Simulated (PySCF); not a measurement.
## Working out the ionisation energy of P²⁺

P²⁺ [Ne] 3s2 3p1 (2P) → P³⁺ [Ne] 3s2 (1S). Calculation: PySCF 2.14, in x2c-QZVPPall; the spin-free X2C one-electron Hamiltonian (Gaussian nucleus). Frozen: 1s2. Energies in hartree (1 hartree = 27.21139 eV):

```json
{"part": "UHF", "P²⁺ (lower)": "-340.469438", "P³⁺ (upper)": "-339.382384"}
{"part": "MP2 opposite-spin", "P²⁺ (lower)": "-0.176514", "P³⁺ (upper)": "-0.167192"}
{"part": "MP2 same-spin", "P²⁺ (lower)": "-0.060265", "P³⁺ (upper)": "-0.056881"}
```

Question: What does Hartree-Fock give?

Answer: (-339.382384) − (-340.469438) = 1.087054 hartree = 29.580 eV.

Question: What do MP2 and SCS-MP2 (6/5 opposite-spin, 1/3 same-spin) give?

Answer: The opposite-spin parts differ by 0.254 eV and the same-spin parts by 0.092 eV. MP2: 29.580 + (0.254) + (0.092) = 29.926 eV. SCS-MP2: 29.580 + 1.2 × (0.254) + (0.092)/3 = 29.915 eV.

A first-order spin-orbit estimate adds 0.041 eV to MP2 (valence and next inner shell), giving 29.967 eV against 30.203 eV (measured; NIST Atomic Spectra Database, ionization energies).

What remains against the reference includes basis incompleteness, the frozen core and correlation beyond second order.
